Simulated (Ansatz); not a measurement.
`BC(CF)N=C`. Charge 0, multiplicity 1.

Z-matrix (Å, degrees):
```
C
C 1 1.517
B 1 1.568 2 109.9
N 1 1.440 2 111.1 3 128.0
H 1 1.115 2 106.1 3 -110.3
F 2 1.386 1 110.3 3 -48.5
H 2 1.093 1 111.3 3 -167.6
H 2 1.093 1 110.1 3 70.2
H 3 1.193 1 121.7 2 134.6
H 3 1.196 1 117.7 2 -49.3
C 4 1.257 1 118.7 2 132.0
H 11 1.100 4 123.3 1 -0.8
H 11 1.089 4 119.4 1 179.1
```

Task: What are the harmonic wavenumbers in cm⁻¹ at PBE0-D4/def2-TZVP (Ansatz, finite differences of forces, unscaled)? (An estimate is asked.)

Result: The calculation gave: 79, 92, 142, 249, 315, 355, 385, 649, 740, 755, 858, 909, 959, 1047, 1064, 1101, 1137, 1198, 1220, 1245, 1297, 1323, 1406, 1491, 1492, 1760, 2596, 2691, 2859, 2995, 3063, 3120, 3155.

Task: Is this a minimum?

Result: Yes, all 33 modes are real.

Task: Give the ideal-gas thermochemistry at 298.15 K and 1 bar (rigid rotor, harmonic oscillator; point group C1, symmetry number 1).

Result: Zero-point energy 261.6 kJ/mol; H(298) − E = 283.2 kJ/mol; entropy 349.0 J/(mol·K), of which translation 164.5, rotation 111.9, vibration 72.5; G(298) − E = 179.1 kJ/mol. Modes under 100 cm⁻¹ are hindered rotations or soft bends, so the harmonic entropy is rough.

Task: And at 400, 500, 600, 800 and 1000 K?

Result: 
| T (K) | H − E (kJ/mol) | S (J/mol/K) | G − E (kJ/mol) |
| --- | --- | --- | --- |
| 400 | 295.9 | 385.3 | 141.7 |
| 500 | 310.9 | 418.7 | 101.5 |
| 600 | 328.0 | 449.9 | 58.1 |
| 800 | 367.4 | 506.4 | -37.7 |
| 1000 | 411.9 | 555.9 | -144.0 |

Task: Rotational constants (cm⁻¹)?

Result: 0.2092, 0.08062, 0.0681.
